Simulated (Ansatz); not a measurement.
AlGaH2N2: where a starting geometry ends

The starting geometry of this gas-phase singlet is a saddle point at B3LYP/6-31G*, pushed by 0.25 Å along its imaginary mode.

```xyz
6

Al   -0.3750    1.8792    0.4419
Ga    0.4901    5.2284    1.1624
N    -0.6646    0.1919   -0.0296
N    -0.1010    3.4783    0.8796
H    -0.2864   -0.6217    0.4435
H    -1.2393   -0.1129   -0.8267
```

Problem. Predict what becomes of its bonds when it is optimised with B3LYP/6-31G*.

Solution. It keeps its bonds.

The energy falls by 0.03 eV over 21 steps:

```tsv
step	E − E(last) (eV)
1	0.030
3	0.016
5	0.014
8	0.013
10	0.013
12	0.010
14	0.006
17	0.001
19	0.000
21	0.000
```

Final geometry (Å):

```xyz
6

Al   -0.5223    1.9194    0.5648
Ga    0.7061    4.9258    0.8732
N    -0.6240    0.2575   -0.0375
N    -0.4400    3.5006    1.1487
H    -0.1729   -0.5390    0.3952
H    -1.1231   -0.0210   -0.8734
```

Frequencies at the end are all real (lowest 52 cm⁻¹). Run with Ansatz 0.2.0, 35 s on 2 threads of Intel(R) Xeon(R) Platinum 8375C CPU @ 2.90GHz (Ice Lake), on a shared host.
